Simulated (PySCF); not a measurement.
CH₁₀Ge₂N₂.
SMILES: `[NH]([GeH2][NH]C)[GeH3]`

A linear-response calculation (PySCF, def2-SVPD basis, gas phase, vertical, core orbitals frozen in the response) gave these numbers; the functional is withheld.

Orbital energies (eV): HOMO-3 -10.68, HOMO-2 -10.42, HOMO-1 -8.32, HOMO -8.10, LUMO 1.00, LUMO+1 1.15, LUMO+2 1.45.

```tsv
state	E (eV)	f	main configurations (H = HOMO, L = LUMO)
S1	5.99	0.0061	H→L+1 (37%), H→L (28%), H→L+2 (18%)
S2	6.03	0.0096	H-1→L+1 (50%), H-1→L (40%)
S3	6.57	0.029	H-1→L (30%), H→L+1 (29%), H→L (18%)
S4	6.61	0.025	H-1→L+1 (33%), H→L (24%), H-1→L (20%)
S5	7.00	0.047	H→L+3 (59%), H→L+2 (15%)
S6	7.07	0.021	H-1→L+2 (71%)
```

Triplets (Tamm–Dancoff): T1 5.61 eV, H-1→L+1 (60%), H-1→L (23%); T2 5.68 eV, H→L+1 (37%), H→L+3 (18%), H→L (17%); T3 6.29 eV, H→L (53%), H→L+1 (25%); T4 6.36 eV, H-1→L (63%), H-1→L+1 (17%).

Vertical ionisation energy by ΔSCF with the same functional: 8.80 eV. Mean static polarisability: 90.2 au.

Problem. Which of these was used?
A. PBE0
B. PBE
C. CAM-B3LYP
D. HF

Solution. C. CAM-B3LYP is range-separated, 19% exact exchange at short range and 65% at long range (ω = 0.33 bohr⁻¹). In this run −ε(HOMO) = 8.10 eV differs from the ΔSCF value by -0.70 eV, and S1 differs from the orbital gap of 9.10 eV by -3.12 eV. The ratio −ε(HOMO)/IP is 0.92. Usual ranges for neutral molecules in this basis: 0.85 to 0.93 with CAM-B3LYP, 0.5 to 0.7 with PBE, 0.7 to 0.83 with PBE0; with Hartree–Fock the ratio is 1 or more (Koopmans' value less the relaxation energy is the ΔSCF value).

Method used: PySCF, TDDFT CAM-B3LYP/def2-SVPD, vertical, gas phase, core orbitals frozen in the response. Isolated species at its PBE0-D3(BJ)/def2-SVP geometry (one conformer only). Relativistic effects, spin–orbit coupling among them, are left out although an element past zinc is present.

Shape of the structure used: `[CH3:1][NH:2][GeH2:3][NH:4][GeH3:5]`: C1–N2–Ge3–N4 -71°, N2–Ge3–N4–Ge5 -35°.
